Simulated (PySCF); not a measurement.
**Radial density of Zn⁺ (zinc, charge +1)**

B3LYP, [Ar] 3d10 4s1, 2S determinant. All numbers are calculated (PySCF 2.14, no relativity, point nucleus, in 6-31G* (5s4p2d1f, 34 functions)).

```csv
r (bohr),4πr²ρ (e/bohr),4πr²(ρα − ρβ)
0.000938,0.1893,0.0001
0.00158,0.5230,0.0002
0.00265,1.397,0.0004
0.00446,3.526,0.0011
0.00751,8.336,0.0026
0.0126,17.34,0.0053
0.0212,29.54,0.0083
0.0357,36.29,0.0071
0.0601,30.86,0.0001
0.101,32.22,0.0086
0.170,41.54,0.0202
0.286,23.31,-0.0193
0.481,23.14,0.0302
0.809,18.69,-0.0079
1.36,4.382,0.2372
2.29,0.7880,0.4804
3.85,0.1233,0.1232
6.48,0.002275,0.0023
```

Where is the radial spin density 4πr²(ρα − ρβ) most negative, and why is it negative at all?

Around r = 0.286 bohr, down to -0.0193 e/bohr: exchange with the open shell polarises the paired shells in an unrestricted calculation.
